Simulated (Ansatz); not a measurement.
Species: cis-(1S,2R)-2-fluorocyclopropane-1-carbaldehyde, C$_{4}$H$_{5}$FO, charge 0, multiplicity 1. SMILES: [C@@H]1([C@H](F)C1)C=O
Structure (B3LYP-D3(BJ)/def2-TZVP (Ansatz, a first-principles code) minimum search):
```xyz
11

O      2.5434    -0.2030    -0.2213
C      1.4853    -0.1967     0.3541
C      0.2225     0.3055    -0.2172
C     -0.8007     0.9796     0.7047
C     -1.0712    -0.3643     0.1724
F     -2.0108    -0.4961    -0.8138
H      1.4029    -0.5851     1.3942
H      0.2799     0.6748    -1.2322
H     -1.3424     1.8086     0.2725
H     -0.5553     1.0774     1.7542
H     -1.0504    -1.2307     0.8214
```

Cost and difference of B3LYP with Ansatz in habitual basis sets for the atomisation energy (kcal/mol). Conventions: atomisation electronic, to ground-state atoms; 6-31G* and kin with 6d, 5d where marked; valence correlation only; 6-311+G** with 5d; UHF or UKS for open shells; no dispersion term unless named; LANL2DZ all-electron up to Ne; spin-orbit terms left out; non-relativistic. CBS marks a two-point X^-3 extrapolation of the correlation energy; Hartree-Fock from the larger set. [CCSD(T)-MP2]/basis is that difference in the basis named. Ab initio and DFT rows: single points at B3LYP-D3(BJ) geometries (Ansatz). Costs are core time of energy and forces over that of the cheapest set, on one shared machine, to one figure and rough; under a factor of 2 they don't order.

Coupled cluster (Ansatz) is a level with limits of its own, used here on species with T1 under 0.025 (0.045 for open shells) and stable references: RI-MP2/CBS(cc-pVTZ,cc-pVQZ)+[CCSD(T)-MP2]/cc-pVTZ.

Value to compare with: 1119.2 kcal/mol.

```
level            relative cost  atomisation energy (kcal/mol)  difference
---------------  -------------  -----------------------------  ----------
B3LYP/STO-3G                1×                         1236.3       117.1
B3LYP/3-21G                 1×                         1077.9       -41.3
B3LYP/6-31G                 2×                         1066.2       -53.0
B3LYP/LANL2DZ               2×                         1047.5       -71.7
B3LYP/6-31G*                3×                         1115.8        -3.4
B3LYP/def2-SVP              3×                         1127.0         7.8
B3LYP/cc-pVDZ               3×                         1098.9       -20.3
B3LYP/6-31G**               3×                         1120.5         1.3
B3LYP/6-31+G*               4×                         1103.4       -15.8
B3LYP/6-311+G**             4×                         1103.8       -15.4
```

The dearest set gives -15.4 kcal/mol. A small set can land close by cancelling terms.
